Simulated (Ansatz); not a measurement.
The same path of C₃H₆O₂Si (12 atoms, charge 0, multiplicity 1) was run twice with different band settings. The coordinate that changes most is the dihedral H7–C1–C2–Si4.

The calculation used RKS B3LYP/def2-SVP in Ansatz 0.2.0.

Relaxed end points:

```xyz
12
Properties=species:S:1:pos:R:3
C -1.909 -0.616 -0.184
C -0.571 -0.696 -0.097
O 0.191 -1.634 -0.736
Si 0.513 0.500 0.889
C 1.808 1.319 -0.303
O 2.353 2.363 -0.029
H -2.496 -1.325 -0.783
H -2.459 0.162 0.347
H -0.377 -2.224 -1.255
H 1.288 -0.241 1.927
H -0.323 1.554 1.522
H 2.059 0.782 -1.263
```

```xyz
12
Properties=species:S:1:pos:R:3
C -1.911 -0.614 -0.178
C -0.572 -0.695 -0.100
O 0.185 -1.634 -0.744
Si 0.515 0.499 0.885
C 1.813 1.317 -0.304
O 2.351 2.365 -0.030
H -2.456 0.165 0.357
H -2.501 -1.322 -0.773
H -0.387 -2.224 -1.259
H 1.288 -0.244 1.922
H -0.320 1.554 1.518
H 2.072 0.778 -1.260
```

Common settings: spring 5.0 eV/Å²; optimiser quadratic models (default); start path IDPP; force threshold 0.05 eV/Å; end points relaxed.

| run | movable images | climbing image | iteration limit |
| --- | --- | --- | --- |
| 1 | 7 | yes | 60 |
| 2 | 8 | no | 56 |

Question: What does each run give, and how far can it be trusted?

Answer: Run 1: converged after 47 iterations, highest image 2.778 eV above the first end. Neighbouring images differ by up to 1.8 eV, so the band resolves the path poorly. A vibrational analysis at the climbing image gives one clearly imaginary mode, 1434i cm⁻¹: a first-order saddle point.
Run 2: converged after 9 iterations, highest image 2.512 eV above the first end. Neighbouring images differ by up to 1.3 eV, so the band resolves the path poorly. No image climbed, so the highest image needn't sit at the top of the path.
